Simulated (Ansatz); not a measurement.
Cost and result for the atomization energy of C₃H₆OZn (`CC[C](=O)[ZnH]`) (11 atoms, 10 bonds).

Cartesian coordinates in Å:
```
C -1.244 -0.516 0.287
C 0.156 -0.942 -0.126
C 0.971 0.215 -0.654
O 1.577 0.136 -1.700
Zn 1.144 1.984 0.276
H -1.790 -1.345 0.740
H -1.820 -0.164 -0.573
H -1.215 0.295 1.022
H 0.138 -1.733 -0.882
H 0.696 -1.327 0.749
H 1.386 3.396 0.861
```

Total charge 0; spin multiplicity 1. For Zn the d shell is correlated and the shells below it are frozen. Scalar relativity is left out up to krypton. The structure was optimised at the PBE0-D4/def2-TZVP level. It is one conformer, not always the lowest. Program: Ansatz. All runs use 2 threads of an AMD EPYC 7R13 on a shared host and a share of an NVIDIA H100 80 GB. Times are those of one run each, without the atoms' runs, and a repeat can differ threefold. Electronic energies, without spin–orbit coupling; frozen cores. CCSD(T)/CBS adds CCSD(T) − MP2 in def2-TZVPP to the MP2 limit, and its time is that of the two runs behind it. T1 = 0.016. With those shells the extrapolation isn't a true limit. B3LYP takes the VWN-RPA correlation (the form of Gaussian; ORCA's B3LYP/G).

CCSD(T)/CBS is a level of theory with its own doubt, some kJ/mol a heavy atom from the limit and from the frozen cores, so smaller differences don't rank the functionals.

| level | functions | wall time |
| --- | --- | --- |
| B2PLYP/def2-TZVPP | 272 | 2 s |
| PBE-D4/def2-TZVPP (with forces) | 272 | 2.4 s |
| B3LYP-D4/def2-TZVPP (with forces) | 272 | 2.5 s |
| ωB97X-V/def2-TZVPP | 272 | 2.5 s |
| ωB97M-V/def2-TZVPP (with forces) | 272 | 2.6 s |
| PBE0-D4/def2-TZVPP | 272 | 2.6 s |
| r2SCAN-D4/def2-TZVPP (with forces) | 272 | 2.9 s |
| MP2/def2-QZVPP | 508 | 4.3 s |
| CCSD(T)/def2-TZVPP | 272 | 4.8 s |
| CCSD(T)/CBS(def2) | – | 9.1 s |

**Question.** What atomization energy does each give, and how far from CCSD(T)/CBS? (Best estimate.)

**Answer.** Ansatz gave: 
```tsv
level	atomization (kJ/mol)	difference from CCSD(T)/CBS	per bond
B2PLYP/def2-TZVPP	3966.6	-33.4	-3.3
PBE-D4/def2-TZVPP (with forces)	4120.8	120.8	12.1
B3LYP-D4/def2-TZVPP (with forces)	3999.8	-0.2	0.0
ωB97X-V/def2-TZVPP	4025.4	25.4	2.5
ωB97M-V/def2-TZVPP (with forces)	4021.6	21.6	2.2
PBE0-D4/def2-TZVPP	4034.8	34.8	3.5
r2SCAN-D4/def2-TZVPP (with forces)	4040.4	40.4	4.0
MP2/def2-QZVPP	4042.2	42.2	4.2
CCSD(T)/def2-TZVPP	3907.8	-92.2	-9.2
CCSD(T)/CBS(def2)	4000.0	0.0	0.0
```

From PBE to PBE0 (25 % exact exchange), in def2-TZVPP and without D4, the atomization energy moves by −82.8 kJ/mol: exact exchange takes away binding that semilocal exchange gives to molecules. The D4 term adds +33.1 kJ/mol with B3LYP and +17.4 kJ/mol with PBE0; it sums over pairs of atoms, weighted by their polarisabilities, and B3LYP, whose exchange is more repulsive, gets the larger term. In def2-TZVPP, CCSD(T) changes the Hartree–Fock value by +1022.0 kJ/mol (the triples alone add +66.8 kJ/mol) and MP2 by +1101.2 kJ/mol; breaking electron pairs costs correlation energy, which Hartree–Fock lacks.
